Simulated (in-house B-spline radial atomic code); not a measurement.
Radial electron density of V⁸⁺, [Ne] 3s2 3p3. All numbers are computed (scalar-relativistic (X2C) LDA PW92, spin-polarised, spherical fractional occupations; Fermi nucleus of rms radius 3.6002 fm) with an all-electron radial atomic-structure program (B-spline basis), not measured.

Columns: r (bohr), 4πr²n(r) (electrons per bohr), bar.

```
 0.00246   0.6869 #
 0.00293   0.9375 #
 0.00349    1.275 ##
 0.00415    1.721 ###
 0.00493    2.307 ###
 0.00587    3.085 #####
 0.00698    4.086 ######
  0.0083    5.364 ########
 0.00988    6.976 ##########
  0.0117    8.892 #############
   0.014    11.32 #################
  0.0166    13.98 #####################
  0.0198    17.01 ##########################
  0.0235    20.06 ##############################
   0.028    23.02 ###################################
  0.0333    25.46 ######################################
  0.0396    27.03 #########################################
  0.0471    27.41 #########################################
   0.056    26.53 ########################################
  0.0666    24.63 #####################################
  0.0793    22.36 ##################################
  0.0943    20.74 ###############################
   0.112    20.66 ###############################
   0.133    22.47 ##################################
   0.159    25.72 #######################################
   0.189     28.6 ###########################################
   0.225    29.29 ############################################
   0.267    26.64 ########################################
   0.318    20.94 ###############################
   0.378    14.36 ######################
    0.45    9.311 ##############
   0.535    7.197 ###########
   0.636    7.266 ###########
   0.757    7.563 ###########
     0.9    6.607 ##########
    1.07    4.475 #######
    1.27    2.279 ###
    1.52   0.7931 #
     1.8   0.2028 
    2.14  0.03274 
    2.55 0.003093 
    3.03 0.000169
```

On this grid the curve has 3 maxima, near 0.0471, 0.225, 0.757 bohr.

The 3p up radial function P(r) = rR(r), positive near the nucleus:

```csv
r (bohr),P
0.00293,0.001574
0.00415,0.003017
0.00587,0.005767
0.0083,0.01098
0.0117,0.0206
0.0166,0.03863
0.0235,0.07069
0.0333,0.1257
0.0471,0.2134
0.0666,0.34
0.0943,0.4951
0.133,0.6261
0.189,0.6299
0.267,0.3747
0.378,-0.1829
0.535,-0.8421
0.757,-1.183
1.07,-0.9445
1.52,-0.4125
2.14,-0.08786
3.03,-0.006663
```
Radii and densities under X2C are those of the two-component orbitals, without the picture-change correction, which makes inner s shells of heavy atoms about 5 % too small.
